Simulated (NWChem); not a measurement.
CH2N, doublet; SMILES C=[N]

Results from NWChem. Spin-unrestricted. In the optimisation the excess spin sits in b2 (C2v, its own frame). The geometry was optimised at PBE-D3(BJ)/def2-SVP, spin-unrestricted. No stability test was run on the SCF state. Vertical excitations in the gas phase; the lowest state need not have the same character in each row. Excited states of an open shell can be spin-contaminated.

For level CAM-B3LYP/def2-SVP, TDA:

| Quantity | Value |
|---|---|
| lowest empty minus highest occupied level, either spin (eV) | 8.15 |

Question: What are these values for level PBE/def2-SVP, TDA?

Answer: 
- lowest empty minus highest occupied level, either spin (eV) = 2.31
